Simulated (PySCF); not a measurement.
Stepwise substitution at one centre (Ge Cl-H). Isolated molecules, 0 K electronic values unless said otherwise. Strings in code marks are SMILES.

The HOMO from two functionals at the same geometries (CAM-B3LYP-D3(BJ)/def2-TZVP), both in PySCF: PBE-D3(BJ)/def2-TZVP and CAM-B3LYP-D3(BJ)/def2-TZVP. 

```tsv
species	PBE-D3(BJ)/def2-TZVP (eV)	CAM-B3LYP-D3(BJ)/def2-TZVP (eV)
0 of 4 Cl replaced by H (`[Ge]([Cl])([Cl])([Cl])[Cl]`)	-8.20	-11.04
1 of 4 Cl replaced by H	-7.94	-10.75
2 of 4 Cl replaced by H (`[Cl][GeH2][Cl]`)	-7.63	-10.38
3 of 4 Cl replaced by H	-7.39	-10.14
4 of 4 Cl replaced by H	-8.36	-11.08
```

Over these rows, drawn at random from the members with no instability flagged (it was tested for open shells, ions and some series alone), PBE minus CAM-B3LYP-D3(BJ): mean +2.77 eV, from +2.73 eV to +2.84 eV.
